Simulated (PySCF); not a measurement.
## TeBr₃⁺, singlet: computed properties

Level of theory: PBE0 in PySCF with Te def2-TZVP with ECP28, Br def2-TZVP; scalar-relativistic core potentials, no spin–orbit coupling; density-fitted integrals.

The structure is a minimum.

* Point group: C3v
* Bond lengths: Te–Br 2.427 Å (×3)
* Bond angles: Br–Te–Br 100.9° (×3)
* Rotational symmetry number: 3
* Entropy at 298.15 K and 1 bar: 369.4 J/(mol K)
* Heat capacity Cp at 298.15 K: 79.2 J/(mol K)
* Zero-point energy: 6.7 kJ/mol
* Dipole moment about the centre of mass: 1.40 D
* Principal quadrupole moments (Buckingham, traceless) about the centre of mass: -5.15, 2.57, 2.57 D Å
* Enthalpy at 298.15 K above 0 K: 19.31 kJ/mol
* Lowest empty level: -8.30 eV
* Principal polarisabilities: 65.6, 105.9, 105.9 bohr³
* Rotational constants: 0.02573, 0.02573, 0.01525 cm⁻¹
* Highest occupied level: -13.76 eV

Harmonic modes (masses in u: Te 129.906, Br 78.918):
```csv
symmetry,ω (cm⁻¹),"IR (km/mol, summed over degenerate members)",μ (u)
e,85,0.6,82.66
a1,111,0.9,90.76
a1,278,3.5,89.98
e,281,64.4,94.92
```

In C3v the vibrations span 2e + 2a1.

Charges (e):
```csv
atom,Mulliken,Löwdin,polar tensor,Mayer order to Te1
Te1,0.91,0.50,1.53,–
"Br2,3,4",0.03,0.17,-0.18,1.24
```

Mulliken populations on Te1 (electrons outside its core potential): s 3.84, p 8.78, d 10.39, f 0.07.

Counting electrons, tellurium keeps 2 of its valence electrons outside its bonds, so the VSEPR class is AX3E1 and the expected shape is trigonal pyramidal (C3v), as computed.

This need not be the most stable arrangement of these atoms.

The final relaxation and frequency run took of the order of 9 core-minutes on a shared host.
